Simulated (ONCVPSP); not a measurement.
An all-electron radial function and its pseudo partner (chromium (Cr))

Columns: radius, all-electron u(r) and pseudo u(r) of the 3p shell (level -52.33 eV) of chromium in the configuration [Ne] 3s2 3p6 3d5; PBEsol, scalar-relativistic, ONCV scheme, ONCVPSP 4.0.1.

```json
{"r (bohr)": "0.108", "all-electron": "-0.4924", "pseudo": "0.0510"}
{"r (bohr)": "0.215", "all-electron": "-0.4699", "pseudo": "0.1930"}
{"r (bohr)": "0.322", "all-electron": "-0.0350", "pseudo": "0.4002"}
{"r (bohr)": "0.430", "all-electron": "0.4413", "pseudo": "0.6347"}
{"r (bohr)": "0.538", "all-electron": "0.7961", "pseudo": "0.8478"}
{"r (bohr)": "0.645", "all-electron": "1.0015", "pseudo": "0.9998"}
{"r (bohr)": "0.752", "all-electron": "1.0847", "pseudo": "1.0747"}
{"r (bohr)": "0.860", "all-electron": "1.0817", "pseudo": "1.0765"}
{"r (bohr)": "0.968", "all-electron": "1.0243", "pseudo": "1.0230"}
{"r (bohr)": "1.075", "all-electron": "0.9384", "pseudo": "0.9382"}
{"r (bohr)": "1.182", "all-electron": "0.8401", "pseudo": "0.8400"}
{"r (bohr)": "1.290", "all-electron": "0.7388", "pseudo": "0.7387"}
{"r (bohr)": "1.398", "all-electron": "0.6416", "pseudo": "0.6415"}
{"r (bohr)": "1.505", "all-electron": "0.5528", "pseudo": "0.5527"}
{"r (bohr)": "1.612", "all-electron": "0.4728", "pseudo": "0.4727"}
{"r (bohr)": "1.720", "all-electron": "0.4015", "pseudo": "0.4014"}
{"r (bohr)": "1.828", "all-electron": "0.3393", "pseudo": "0.3393"}
{"r (bohr)": "1.935", "all-electron": "0.2861", "pseudo": "0.2861"}
{"r (bohr)": "2.042", "all-electron": "0.2405", "pseudo": "0.2405"}
{"r (bohr)": "2.150", "all-electron": "0.2013", "pseudo": "0.2013"}
{"r (bohr)": "2.258", "all-electron": "0.1681", "pseudo": "0.1681"}
{"r (bohr)": "2.365", "all-electron": "0.1404", "pseudo": "0.1404"}
{"r (bohr)": "2.472", "all-electron": "0.1170", "pseudo": "0.1170"}
{"r (bohr)": "2.580", "all-electron": "0.0972", "pseudo": "0.0972"}
{"r (bohr)": "2.688", "all-electron": "0.0806", "pseudo": "0.0806"}
{"r (bohr)": "2.795", "all-electron": "0.0669", "pseudo": "0.0669"}
```

(1) How many radial nodes do the two functions have?

(2) At about which radius was the pseudo-wave matched?

(3) Where does each function peak?

(4) Is the pseudo-wave norm-conserving?

Answers

(1) The all-electron 3p function has n − l − 1 = 1; the pseudo-wave has 0, since the states of the same l below it are removed with the core.

(2) 1.20 bohr. The columns agree to 0.0005 from 1.07 bohr on; several derivatives are matched, so the curves merge somewhat inside the radius.

(3) Outermost all-electron maximum near 0.75 bohr, pseudo maximum near 0.86 bohr (to the table’s step).

(4) Yes: the ONCV scheme keeps the norm inside the radius equal to the all-electron one, which fixes the energy derivative of the logarithmic derivative at the level.
